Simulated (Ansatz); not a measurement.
**Relative stability**

Two isomers of CH3Se, doublet, relaxed at PBE0-D4/def2-TZVP (vibrations not checked).

A:

C1  (-0.098, -0.111, 0.087)
Se2  (1.168, 1.067, -0.776)
H3  (0.174, -1.153, -0.070)
H4  (-0.180, 0.121, 1.147)
H5  (-1.064, 0.075, -0.389)
(Å)

B:

| atom | x (Å) | y (Å) | z (Å) |
| --- | --- | --- | --- |
| C1 | -0.2457 | -0.5562 | 0.1598 |
| Se2 | 0.8640 | 0.8974 | 0.4341 |
| H3 | -0.2263 | -1.3366 | 0.9047 |
| H4 | -0.8745 | -0.6244 | -0.7130 |
| H5 | 0.4826 | 1.6199 | -0.7856 |

Program: Ansatz 0.2.0. Basis: def2-TZVPP. Cores are frozen in the correlated methods; orbitals are unrestricted. Filled d shells of the heavier atoms are correlated. The def2 sets are not built for correlating such inner shells, so the correlated values are less sure here. B3LYP uses VWN-RPA correlation.

(1) Which structure is lower at CCSD(T), and by how much? (To be estimated.)

No T1 diagnostic of these runs exceeds 0.017. ⟨S²⟩ of the unrestricted Hartree–Fock references: 0.76 to 0.77 (a pure state has 0.75).

## Answers

(1) The calculation gives: A, by 21.11 kcal/mol (electronic energy, against the other). By their contacts, A is CH₃Se ([CH3][Se]) and B is CH₃Se ([CH2][SeH]).

All methods give the same order:

```csv
method,E(B) − E(A) (kcal/mol)
PBE-D4,18.89
r2SCAN-D4,17.88
PBE0-D4,20.32
B3LYP-D4,20.56
wB97M-V,22.71
HF,23.75
MP2,22.74
CCSD,21.65
CCSD(T),21.11
```

Labels in which every atom is bracketed show which atoms are joined, not bond orders.
